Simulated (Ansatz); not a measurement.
Nudged elastic band run: H7NOSi3

input.yaml

```yaml
crystal:
  periodic: [false, false, false]
  atoms:
    - { symbol: "N", position_ang: [-2.158342, 0.642462, 0.404875] }
    - { symbol: Si, position_ang: [-0.647611, -0.179869, 0.652022] }
    - { symbol: Si, position_ang: [1.534211, 0.749183, 0.426565] }
    - { symbol: O, position_ang: [1.84516, -0.366083, -0.815571] }
    - { symbol: Si, position_ang: [0.440578, -1.244036, -1.163105] }
    - { symbol: H, position_ang: [-2.663778, 0.990471, 1.211161] }
    - { symbol: H, position_ang: [-2.267717, 1.268678, -0.383864] }
    - { symbol: H, position_ang: [-0.824263, -1.005714, 1.880222] }
    - { symbol: H, position_ang: [1.648336, 2.15037, -0.075352] }
    - { symbol: H, position_ang: [2.529998, 0.584348, 1.52436] }
    - { symbol: H, position_ang: [0.707037, -2.708154, -1.095205] }
    - { symbol: H, position_ang: [-0.06671, -0.936755, -2.532009] }
basis:
  gaussian: { orbitals: "6-31G*" }
hamiltonian:
  xc: b3lyp
  dispersion: d4
neb:
  order_check: false
  images: 7
  f_tol: 0.05
  max_iterations: 60
  final_atoms:
    - { symbol: "N", position_ang: [-2.02304916, 0.88999026, 0.59627548] }
    - { symbol: Si, position_ang: [-0.62897255, -0.14447053, 0.67770821] }
    - { symbol: Si, position_ang: [1.54351291, 0.75449931, 0.38822762] }
    - { symbol: O, position_ang: [1.83477546, -0.38537729, -0.82868034] }
    - { symbol: Si, position_ang: [0.4192525, -1.26924943, -1.14178441] }
    - { symbol: H, position_ang: [-2.92906002, 0.50775985, 0.84225309] }
    - { symbol: H, position_ang: [-2.10998455, 1.55917071, -0.15949259] }
    - { symbol: H, position_ang: [-0.82146784, -1.00282151, 1.88089993] }
    - { symbol: H, position_ang: [1.64025863, 2.14724506, -0.13757173] }
    - { symbol: H, position_ang: [2.54002144, 0.61456261, 1.48667162] }
    - { symbol: H, position_ang: [0.69752983, -2.73148754, -1.05094056] }
    - { symbol: H, position_ang: [-0.08591766, -0.99492048, -2.51946734] }
  initial_path:
    images:
      - { positions_ang: [[-2.158342, 0.642462, 0.404875], [-0.647611, -0.179869, 0.652022], [1.534211, 0.749183, 0.426565], [1.84516, -0.366083, -0.815571], [0.440578, -1.244036, -1.163105], [-2.663778, 0.990471, 1.211161], [-2.267717, 1.268678, -0.383864], [-0.824263, -1.005714, 1.880222], [1.648336, 2.15037, -0.075352], [2.529998, 0.584348, 1.52436], [0.707037, -2.708154, -1.095205], [-0.06671, -0.936755, -2.532009]] }
      - { positions_ang: [[-2.10651042, 0.68455231, 0.3868937], [-0.65823701, -0.17980661, 0.65191511], [1.50293044, 0.72101416, 0.40727713], [1.75534672, -0.22008491, -0.92571822], [0.44199254, -1.22066348, -1.14787699], [-2.63255525, 1.03084528, 1.19427237], [-2.22940856, 1.21669629, -0.45657012], [-0.83851468, -0.99178665, 1.88116779], [1.61737862, 2.14388568, 0.08481025], [2.52371412, 0.4133836, 1.42509574], [0.84064934, -2.61579573, -0.99658248], [-0.13988686, -1.03733894, -2.47058529]] }
      - { positions_ang: [[-2.05467884, 0.72664262, 0.3689124], [-0.66886302, -0.17974422, 0.65180822], [1.47164988, 0.69284533, 0.38798927], [1.66553344, -0.07408682, -1.03586545], [0.44340708, -1.19729096, -1.13264898], [-2.60133249, 1.07121957, 1.17738374], [-2.19110012, 1.16471457, -0.52927625], [-0.85276636, -0.9778593, 1.88211358], [1.58642123, 2.13740136, 0.2449725], [2.51743024, 0.24241919, 1.32583149], [0.97426168, -2.52343746, -0.89795996], [-0.21306371, -1.13792289, -2.40916158]] }
      - { positions_ang: [[-2.00284726, 0.76873294, 0.3509311], [-0.67948903, -0.17968183, 0.65170133], [1.44036932, 0.66467649, 0.3687014], [1.57572016, 0.07191127, -1.14601267], [0.44482162, -1.17391844, -1.11742096], [-2.57010974, 1.11159385, 1.16049512], [-2.15279167, 1.11273286, -0.60198237], [-0.86701804, -0.96393195, 1.88305937], [1.55546385, 2.13091704, 0.40513475], [2.51114636, 0.07145479, 1.22656723], [1.10787401, -2.43107919, -0.79933743], [-0.28624057, -1.23850683, -2.34773787]] }
      - { positions_ang: [[-1.95101568, 0.81082325, 0.3329498], [-0.69011504, -0.17961944, 0.65159444], [1.40908876, 0.63650766, 0.34941353], [1.48590689, 0.21790936, -1.25615989], [0.44623615, -1.15054592, -1.10219295], [-2.53888699, 1.15196814, 1.14360649], [-2.11448323, 1.06075114, -0.6746885], [-0.88126972, -0.9500046, 1.88400517], [1.52450647, 2.12443272, 0.56529701], [2.50486247, -0.09950962, 1.12730298], [1.24148635, -2.33872092, -0.70071491], [-0.35941742, -1.33909077, -2.28631416]] }
      - { positions_ang: [[-1.96902405, 0.830615, 0.39878122], [-0.67482942, -0.17083221, 0.65812288], [1.4426948, 0.66600557, 0.35911705], [1.57312403, 0.0670877, -1.14929], [0.43949024, -1.1802218, -1.11209081], [-2.63643025, 0.99091607, 1.06826814], [-2.11335856, 1.18535603, -0.54588952], [-0.86631925, -0.96320883, 1.88322886], [1.55344451, 2.13013581, 0.38957982], [2.51365222, 0.07900844, 1.21714514], [1.10549722, -2.43691257, -0.78827132], [-0.29104248, -1.2530482, -2.34460246]] }
      - { positions_ang: [[-1.98703242, 0.85040675, 0.46461264], [-0.6595438, -0.16204498, 0.66465132], [1.47630084, 0.69550348, 0.36882057], [1.66034117, -0.08373397, -1.04242011], [0.43274433, -1.20989768, -1.12198868], [-2.73397351, 0.82986399, 0.99292979], [-2.11223389, 1.30996092, -0.41709054], [-0.85136878, -0.97641306, 1.88245255], [1.58238255, 2.13583889, 0.21386264], [2.52244196, 0.2575265, 1.3069873], [0.96950809, -2.53510423, -0.87582774], [-0.22266754, -1.16700563, -2.40289075]] }
      - { positions_ang: [[-2.00504079, 0.87019851, 0.53044406], [-0.64425817, -0.15325776, 0.67117977], [1.50990687, 0.72500139, 0.3785241], [1.74755832, -0.23455563, -0.93555023], [0.42599841, -1.23957356, -1.13188654], [-2.83151676, 0.66881192, 0.91759144], [-2.11110922, 1.43456582, -0.28829156], [-0.83641831, -0.98961729, 1.88167624], [1.61132059, 2.14154198, 0.03814546], [2.5312317, 0.43604456, 1.39682946], [0.83351896, -2.63329589, -0.96338415], [-0.1542926, -1.08096306, -2.46117904]] }
      - { positions_ang: [[-2.02304916, 0.88999026, 0.59627548], [-0.62897255, -0.14447053, 0.67770821], [1.54351291, 0.75449931, 0.38822762], [1.83477546, -0.38537729, -0.82868034], [0.4192525, -1.26924943, -1.14178441], [-2.92906002, 0.50775985, 0.84225309], [-2.10998455, 1.55917071, -0.15949259], [-0.82146784, -1.00282151, 1.88089993], [1.64025863, 2.14724506, -0.13757173], [2.54002144, 0.61456261, 1.48667162], [0.69752983, -2.73148754, -1.05094056], [-0.08591766, -0.99492048, -2.51946734]] }
```

Command:

```bash
$ ansatz run input.yaml --threads 2 --pin off --max-ram 3072MiB --backend cpu --events-out ev --progress --plain --runs-dir out
```

Output, in part (warnings, iteration lines, the closing report on the highest movable image, with atoms numbered from 0):

```
NEB end point (image 0): max|allowed force component| = 7.329e-3 eV/Å (the criterion of neb.relax_end_points is 1.000e-2)
NEB end point (image 8): max|allowed force component| = 1.157e-2 eV/Å (the criterion of neb.relax_end_points is 1.000e-2)
NEB iter   1: max|band force component| = 4.845e0 eV/Å  barrier→ = 1.0203 eV  barrier← = 1.0203 eV  Δτ_max = 0.1994 Å  (241 SCF iters)
NEB iter   2: max|band force component| = 1.181e0 eV/Å  barrier→ = 0.3174 eV  barrier← = 0.3174 eV  Δτ_max = 0.2000 Å  (198 SCF iters)
NEB iter   3: max|band force component| = 6.933e-1 eV/Å  barrier→ = 0.1222 eV  barrier← = 0.1222 eV  Δτ_max = 0.1991 Å  (200 SCF iters)
NEB iter   4: max|band force component| = 8.018e-1 eV/Å  barrier→ = 0.0769 eV  barrier← = 0.0769 eV  Δτ_max = 0.0998 Å  (198 SCF iters)
NEB iter   5: max|band force component| = 2.936e-1 eV/Å  barrier→ = 0.0428 eV  barrier← = 0.0428 eV  CI = image 4  Δτ_max = 0.1643 Å  (202 SCF iters)
NEB iter   6: max|band force component| = 2.630e-1 eV/Å  barrier→ = 0.0201 eV  barrier← = 0.0201 eV  CI = image 6  Δτ_max = 0.1991 Å  (198 SCF iters)
NEB iter   7: max|band force component| = 3.345e-1 eV/Å  barrier→ = 0.0153 eV  barrier← = 0.0153 eV  CI = image 6  Δτ_max = 0.0950 Å  (197 SCF iters)
NEB iter   8: max|band force component| = 3.771e-1 eV/Å  barrier→ = 0.0157 eV  barrier← = 0.0157 eV  CI = image 5  Δτ_max = 0.0993 Å  (199 SCF iters)
NEB iter   9: max|band force component| = 1.455e-1 eV/Å  barrier→ = 0.0172 eV  barrier← = 0.0172 eV  CI = image 5  Δτ_max = 0.1982 Å  (198 SCF iters)
NEB iter  10: max|band force component| = 4.485e-1 eV/Å  barrier→ = 0.0272 eV  barrier← = 0.0272 eV  CI = image 7  Δτ_max = 0.1001 Å  (194 SCF iters)
NEB iter  11: max|band force component| = 1.834e-1 eV/Å  barrier→ = 0.0174 eV  barrier← = 0.0174 eV  CI = image 5  Δτ_max = 0.0795 Å  (197 SCF iters)
NEB iter  12: max|band force component| = 1.514e-1 eV/Å  barrier→ = 0.0124 eV  barrier← = 0.0124 eV  CI = image 5  Δτ_max = 0.0502 Å  (198 SCF iters)
NEB iter  13: max|band force component| = 6.846e-2 eV/Å  barrier→ = 0.0121 eV  barrier← = 0.0121 eV  CI = image 5  Δτ_max = 0.0137 Å  (198 SCF iters)
NEB iter  14: max|band force component| = 6.032e-2 eV/Å  barrier→ = 0.0120 eV  barrier← = 0.0120 eV  CI = image 5  Δτ_max = 0.0165 Å  (177 SCF iters)
NEB iter  15: max|band force component| = 2.902e-2 eV/Å  barrier→ = 0.0120 eV  barrier← = 0.0120 eV  CI = image 5  Δτ_max = 0.0000 Å  (367 SCF iters)
Total energy: -27286.44494975 eV, -1002.7583564866 hartree
Atom 0 at    -2.087116     0.785078     0.476288 Å, force     0.005461     0.001476    -0.005975 eV/Å
Atom 1 at    -0.638228    -0.138494     0.634589 Å, force    -0.004451     0.006856     0.003652 eV/Å
Atom 2 at     1.555280     0.749440     0.401211 Å, force    -0.003355    -0.003182    -0.001983 eV/Å
Atom 3 at     1.862354    -0.412344    -0.794493 Å, force     0.001383     0.001922     0.002475 eV/Å
Atom 4 at     0.443217    -1.264610    -1.158709 Å, force    -0.001284    -0.002247     0.000249 eV/Å
Atom 5 at    -2.855354     0.704734     1.126302 Å, force     0.000587    -0.002197     0.002477 eV/Å
Atom 6 at    -2.258770     1.453292    -0.261150 Å, force    -0.000226    -0.001944     0.001588 eV/Å
Atom 7 at    -0.829581    -0.974890     1.853761 Å, force     0.000558    -0.002916    -0.001813 eV/Å
Atom 8 at     1.687409     2.132635    -0.143553 Å, force     0.001973     0.000728     0.000055 eV/Å
Atom 9 at     2.534121     0.611198     1.517312 Å, force    -0.000255     0.001047    -0.000603 eV/Å
Atom 10 at     0.687225    -2.732905    -1.072501 Å, force     0.000204    -0.000110     0.000015 eV/Å
Atom 11 at    -0.023658    -0.968233    -2.544959 Å, force    -0.000594     0.000567    -0.000137 eV/Å
Dipole moment:    -0.636059     0.215117     0.176194 e Å
```

The run converged. A vibrational analysis at the climbing image gives one clearly imaginary mode, 224i cm⁻¹: a first-order saddle point.

Final band (atoms are numbered from 1 in the order of the input):

```tsv
image	path coordinate (Å)	energy (kcal/mol)	height of N1 over the plane of its neighbours (Å)
0	0.00	0.0	0.23
1	0.11	0.0	0.22
2	0.21	0.0	0.21
3	0.32	0.1	0.17
4	0.42	0.2	0.10
5	0.53	0.3	0.00
6	0.70	0.2	-0.14
7	0.86	0.0	-0.20
8	1.03	0.0	-0.23
```

Run time: 5.2 min on 2 threads of Arm Neoverse V2, with other jobs on the host, peak memory 0.23 GiB.
